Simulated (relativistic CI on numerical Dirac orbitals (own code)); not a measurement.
**Tb⁴⁺ (4f7) in a crystal field**

Calculated by Dirac-Coulomb-Breit CI, separate exchange-only KLI orbitals for each configuration, model QED, one configuration in a parametric crystal field, unscaled Slater integrals (own radial code). With so little scaling, terms lie 10 to 35 % too far apart, which can change the order of excited levels.

Field parameters in Wybourne normalisation. The field is a parameter set, without covalency.

S and J are read from ⟨S²⟩ = S(S + 1) and ⟨J²⟩ = J(J + 1) of each level; they are not fictitious spins.

D3d, B20 = 1340, B40 = -50, B43 = -700, B60 = -40, B63 = 110, B66 = 1080 cm⁻¹, the lowest 10 levels:

| E (cm⁻¹) | Degeneracy | Irrep | S | J |
| --- | --- | --- | --- | --- |
| 0.0 | 2 | Γ4 | 3.48 | 3.50 |
| 0.6 | 2 | Γ4 | 3.48 | 3.50 |
| 1.0 | 2 | Γ5+Γ6 | 3.48 | 3.50 |
| 1.2 | 2 | Γ4 | 3.48 | 3.50 |
| 41259 | 2 | Γ4 | 2.46 | 3.50 |
| 41360 | 2 | Γ4 | 2.46 | 3.53 |
| 41430 | 2 | Γ5+Γ6 | 2.46 | 3.54 |
| 41466 | 2 | Γ4 | 2.46 | 3.55 |
| 41961 | 2 | Γ4 | 2.48 | 2.63 |
| 42067 | 2 | Γ5+Γ6 | 2.48 | 2.54 |

Principal g values of the ground doublet: 0.01, 0.01, 13.96.

D3d, B20 = -690, B40 = -2170, B43 = 2270, B60 = 840, B63 = 620, B66 = 620 cm⁻¹, the lowest 10 levels:

```
E (cm⁻¹)  Degeneracy  Irrep     S     J
     0.0           2     Γ4  3.48  3.50
     0.1           2  Γ5+Γ6  3.48  3.50
     0.3           2     Γ4  3.48  3.50
     0.6           2     Γ4  3.48  3.50
   41300           2     Γ4  2.46  3.53
   41335           2  Γ5+Γ6  2.46  3.53
   41390           2     Γ4  2.46  3.53
   41433           2     Γ4  2.46  3.53
   42008           2     Γ4  2.48  2.57
   42051           2  Γ5+Γ6  2.48  2.57
```

Principal g values of the ground doublet: 1.98, 7.97, 7.97.

The next free-ion level lies 41416 cm⁻¹ above the lowest; the field splits the ground level into components whose J stays near 7/2 as long as their spread is small against that gap.

Levels of this model without a field, named by their leading LS term: 8S°_7/2 0, 6P°_7/2 41416, 6P°_5/2 42108, 6P°_3/2 42765, 6I°_7/2 45096, 6I°_17/2 45466, 6I°_9/2 45485, 6I°_11/2 45792 cm⁻¹.
